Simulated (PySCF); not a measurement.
Pr2O(OH)4: one run

Pr2O(OH)4 (singlet in the valence; each metal's 4f electrons, 2 of them, lie in its core potential, out of spins and levels). PySCF 2.14.0, RKS r2SCAN, Pr lcecp-1-SVP with ECP48, O def2-SVP, H def2-SVP; non-relativistic Hamiltonian with scalar-relativistic core potentials where named; density fitting; no spin-orbit coupling. Purpose: all atoms moved at random, sigma 0.15 A.

```python
mol = gto.M(atom='''
Pr    -0.25808     0.01492     2.13873
Pr     0.31169     0.14321    -2.00788
O     -0.06029    -0.37808     0.02620
O      0.17303     1.94491     3.12445
H     -0.02942     2.72505     3.92257
O     -0.09972    -1.76132     3.13555
H      0.04915    -2.88998     3.93773
O      0.08123     2.18319    -3.00909
H      0.18293     2.63354    -3.42975
O     -0.27331    -1.68888    -3.22344
H     -0.07720    -2.92657    -3.46308''',
    basis={'Pr': 'lcecp-1-SVP', 'O': 'def2-SVP', 'H': 'def2-SVP'},
    ecp={'Pr': 'lcecp-1-SVP'},
    charge=0, spin=0)
mf = dft.RKS(mol, xc='R2SCAN')
mf.grids.atom_grid = (50, 194)  # f atoms: unpruned, at least (60, 302)
mf = mf.density_fit()  # fitting sets: Pr AutoAux, O def2-universal-JKFIT, H def2-universal-JKFIT
mf.conv_tol = 1e-08; mf.max_cycle = 55
mf.kernel(dm0)  # dm0: converged density of the relaxed state
mf.nuc_grad_method().kernel()
```

Run from Python with OMP_NUM_THREADS=4; the lines above give its settings. Where DIIS fails, smearing, a level shift and second-order steps follow.
It took 16 s on 4 threads of Intel(R) Xeon(R) 6975P-C (Granite Rapids) (shared host), from an already converged density.

**Question.** Where do the frontier levels lie, over both spins?

**Answer.** HOMO -5.44 eV, LUMO -1.91 eV. The 4f levels lie in the core potential and are missing.

**Question.** What are the Mulliken charges and spins?

**Answer.** 
```tsv
atom	charge (e)	spin (e)
Pr1	1.104	0.000
Pr2	1.148	0.000
O3	-0.736	0.000
O4	-0.615	0.000
H5	0.229	0.000
O6	-0.571	0.000
H7	0.256	0.000
O8	-0.357	0.000
H9	-0.068	0.000
O10	-0.626	0.000
H11	0.236	0.000
```
The spin of the 4f electrons in the core isn't counted.

**Question.** What forces act on the atoms (eV/Å)?

**Answer.** 
```
Pr   -0.11   1.45  -0.06
Pr   -0.86  -0.64  -1.85
O     0.20   0.70  -0.23
O    -1.24   3.20   3.39
H     1.11  -3.54  -3.73
O     0.74  -6.33   4.43
H    -0.64   5.01  -3.58
O   -10.61 -51.26  47.19
H    10.84  49.96 -46.34
O     1.60  -4.65  -0.49
H    -1.03   6.09   1.26
```
Forces carry noise of the integration grid, about 0.01 to 0.03 eV/Å.

**Question.** How does its energy compare with the relaxed singlet of charge +0 in vacuum?

**Answer.** It lies 12.318 eV higher.

An lcecp potential fixes the number of 4f electrons, so in runs with it no electron can move into or out of that shell.
